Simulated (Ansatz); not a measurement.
`O[SiH2][SiH]([SiH3])Cl` → `O[SiH]` + `[SiH3][SiH2]Cl`  (silylene formation by 1,1-elimination)

Calculated with Ansatz (gas phase, PBE0-D4/def2-TZVP geometries, no zero-point term in ΔE). CCSD(T)/CBS is the MP2 limit (def2-TZVPP, def2-QZVPP) plus CCSD(T) − MP2 in def2-TZVPP, frozen cores. This one scheme is used for every species. Functionals use def2-TZVPP. B3LYP here is the variant with VWN-RPA as its local correlation; programs differ in this. Each species was taken in one conformer, which may not be the lowest.

| level | ΔE (kJ/mol) | difference from CCSD(T)/CBS |
| --- | --- | --- |
| PBE-D4 | 191.5 | 8.3 |
| r2SCAN-D4 | 202.4 | 19.2 |
| B3LYP-D4 | 179.7 | -3.5 |
| ωB97X-V | 191.6 | 8.4 |
| B2PLYP | 171.6 | -11.6 |
| HF/def2-TZVPP | 162.6 | -20.6 |
| MP2/def2-TZVPP | 188.1 | 4.9 |
| CCSD/def2-TZVPP | 172.0 | -11.2 |
| MP2/def2-QZVPP | 192.3 | 9.1 |
| MP2/CBS(def2) | 195.9 | 12.7 |
| CCSD(T)/CBS | 183.2 | 0 |

Largest T1 diagnostic among the species: 0.016.

The D4 term adds +18.5 kJ/mol with B3LYP and +10.4 kJ/mol with PBE0; it sums over pairs of atoms, weighted by their polarisabilities, and B3LYP, whose exchange is more repulsive, gets the larger term. In def2-TZVPP, CCSD(T) changes the Hartree–Fock value by +12.8 kJ/mol (the triples alone add +3.4 kJ/mol) and MP2 by +25.5 kJ/mol.
